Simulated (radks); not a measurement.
Radial electron density D(r) = 4 pi r^2 rho(r) of an atom or ion with 4 electrons. All-electron calculation, scalar-relativistic Kohn-Sham, PBE, spin-polarised, spherical densities, point nucleus. Program: a radial shooting solver on a logarithmic mesh with Libxc functionals.

| r (bohr) | D(r) (e/bohr) |
|---|---|
| 0.01229 | 0.1232 |
| 0.01363 | 0.1497 |
| 0.01513 | 0.1815 |
| 0.01679 | 0.2198 |
| 0.01848 | 0.2618 |
| 0.0205 | 0.3158 |
| 0.02275 | 0.3801 |
| 0.02525 | 0.4563 |
| 0.02779 | 0.5389 |
| 0.03083 | 0.6435 |
| 0.03421 | 0.7659 |
| 0.03766 | 0.8964 |
| 0.04179 | 1.059 |
| 0.04637 | 1.245 |
| 0.05145 | 1.457 |
| 0.05664 | 1.677 |
| 0.06284 | 1.940 |
| 0.06973 | 2.230 |
| 0.07737 | 2.545 |
| 0.08517 | 2.854 |
| 0.0945 | 3.204 |
| 0.1049 | 3.561 |
| 0.1164 | 3.915 |
| 0.1281 | 4.228 |
| 0.1421 | 4.536 |
| 0.1577 | 4.797 |
| 0.1736 | 4.980 |
| 0.1926 | 5.098 |
| 0.2137 | 5.119 |
| 0.2371 | 5.030 |
| 0.261 | 4.848 |
| 0.2896 | 4.542 |
| 0.3214 | 4.137 |
| 0.3566 | 3.654 |
| 0.3925 | 3.163 |
| 0.4356 | 2.618 |
| 0.4833 | 2.097 |
| 0.532 | 1.667 |
| 0.5903 | 1.287 |
| 0.655 | 1.013 |
| 0.7268 | 0.8527 |
| 0.8 | 0.7997 |
| 0.8877 | 0.8291 |
| 0.985 | 0.9206 |
| 1.093 | 1.038 |
| 1.203 | 1.140 |
| 1.335 | 1.212 |
| 1.481 | 1.225 |
| 1.644 | 1.169 |
| 1.809 | 1.060 |
| 2.007 | 0.8952 |
| 2.228 | 0.7063 |
| 2.452 | 0.5326 |
| 2.721 | 0.3649 |
| 3.019 | 0.2310 |
| 3.35 | 0.1342 |
| 3.687 | 0.07470 |
| 4.091 | 0.03579 |
| 4.54 | 0.01526 |
| 5.037 | 0.005717 |
| 5.545 | 0.002039 |
| 6.153 | 0.0005764 |

What is the nuclear charge?

Answer. Z = 5. The innermost maximum, from 1s, lies near gamma/Z bohr with gamma = sqrt(1 - (Z/c)^2) = 0.999, here 0.2 bohr (found: 0.207), and its height grows with Z. The density is that of the boron ion B+ in [He] 2s2; the configuration itself is not fixed sharply by these data. D(r) has 2 maxima, at r = 0.207, 1.43 bohr, and minima at 0.813 bohr, inside which lie 2.06 electrons.
